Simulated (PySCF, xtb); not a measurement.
InO, SMILES [O]=[In], multiplicity 2.

Harmonic wavenumbers (cm⁻¹) from GFN2-xTB run with xtb at its own minimum, in rising order: 537.

Task: What does PBE-D3(BJ)/def2-TZVP run with PySCF give at its own minimum? (The exact figures need the calculation; the answer reports its results.)

Result: 610. Paired by order, the mean absolute difference is 73 cm⁻¹ and the zero-point energies are 0.8 and 0.9 kcal/mol.
